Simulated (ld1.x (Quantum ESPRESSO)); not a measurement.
Reading a pseudo-wave (ruthenium)

Columns: radius, all-electron u(r) and pseudo u(r) of the 4s shell (level -78.03 eV) of ruthenium in the configuration [Ar] 3d10 4s2 4p6 4d7 5s0 5p1; LDA (PZ), scalar-relativistic, TM scheme, ld1.x (Quantum ESPRESSO) 7.5.

```tsv
r (bohr)	all-electron	pseudo
0.072	-0.3237	-0.0830
0.145	-0.1998	-0.1683
0.217	0.3598	-0.2550
0.290	0.6305	-0.3466
0.362	0.5401	-0.4414
0.435	0.2347	-0.5425
0.507	-0.1350	-0.6463
0.580	-0.4868	-0.7533
0.652	-0.7667	-0.8561
0.725	-0.9686	-0.9510
0.798	-1.0914	-1.0283
0.870	-1.1470	-1.0793
0.942	-1.1517	-1.0997
1.015	-1.1183	-1.0872
1.088	-1.0589	-1.0444
1.160	-0.9847	-0.9797
1.232	-0.9023	-0.9013
1.305	-0.8160	-0.8159
1.378	-0.7308	-0.7308
1.450	-0.6503	-0.6503
1.522	-0.5750	-0.5750
1.595	-0.5047	-0.5047
1.668	-0.4410	-0.4410
1.740	-0.3845	-0.3845
1.812	-0.3342	-0.3342
1.885	-0.2890	-0.2890
```

Question: How many radial nodes do the two functions have?

Answer: The all-electron 4s function has n − l − 1 = 3 (the table is too coarse to show those close to the nucleus); the pseudo-wave has 0, since the states of the same l below it are removed with the core.

Question: At about which radius was the pseudo-wave matched?

Answer: 1.40 bohr. The columns agree to 0.0005 from 1.30 bohr on; several derivatives are matched, so the curves merge somewhat inside the radius.

Question: Is the pseudo-wave norm-conserving?

Answer: Yes: the TM scheme keeps the norm inside the radius equal to the all-electron one, which fixes the energy derivative of the logarithmic derivative at the level.
